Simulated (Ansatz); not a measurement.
Diatomic MgN, multiplicity 4 (lowest of 2S+1 = 2, 4 at CCSD(T)/def2-TZVPP on PBE0 minima; our sources give no spin for the ground state, which may be another).

D_e counts from the fitted minimum to each atom's lowest state at the same level, without counterpoise.

Correlated levels freeze the inner cores; with def2 sets outer-core shells near the valence are correlated too.

The values were computed with Ansatz (a quantum-chemistry and plane-wave program) with Gaussian orbitals. Each number belongs to the level named beside it.

The comparison value is 11.99 kcal/mol (CCSD(T)/def2-QZVPP). It is a level with limits of its own, not the exact answer.

Order these levels by how close they come to the comparison value for the bond energy D_e, closest first: CAM-B3LYP/def2-TZVPP, PBE/def2-TZVPP, SVWN5/def2-TZVPP, B97M-V/def2-TZVPP, PBE0/def2-TZVPP. Give each level's value less the comparison value.

CAM-B3LYP/def2-TZVPP (6.61 kcal/mol), PBE0/def2-TZVPP (7.28 kcal/mol), B97M-V/def2-TZVPP (8.00 kcal/mol), PBE/def2-TZVPP (12.93 kcal/mol), SVWN5/def2-TZVPP (16.49 kcal/mol)
